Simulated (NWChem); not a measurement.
Molecule: GeHOCl$_{3}$; SMILES [Ge]([Cl])([Cl])([Cl])[OH]

```xyz
6

O      0.0006    -0.1931    -1.9621
Ge     0.0001    -0.0275    -0.2224
Cl     1.7238     1.0384     0.4469
Cl     0.0036    -1.9972     0.5592
Cl    -1.7278     1.0318     0.4467
H      0.0011     0.6544    -2.4246
```
Atoms are numbered in this order, from 1.

All runs: NWChem. Pople sets run with spherical d functions. All runs use the structure optimised with PBE0/def2-SVP. B3LYP is NWChem's, with the RPA form of VWN correlation. GIAO values for the isolated, static molecule; σ is the absolute isotropic shielding, δ = σ(reference) − σ with the isolated reference molecule computed at the same levels (1H: tetramethylsilane, 17O: water).

For level B3LYP/6-311G**:

```yaml
"δ O1 (ppm)": 135.7
"σ Ge2 (ppm)": 1202.0
"σ Cl3 (ppm)": 717.5
"σ Cl4 (ppm)": 752.9
"δ H6 (ppm)": 2.66
```

How do the values read with level BHandHLYP/pcSseg-1 instead?


| Item | Value |
|---|---|
| δ O1 (ppm) | 98.3 |
| σ Ge2 (ppm) | 1273.1 |
| σ Cl3 (ppm) | 795.7 |
| σ Cl4 (ppm) | 823.9 |
| δ H6 (ppm) | 2.44 |
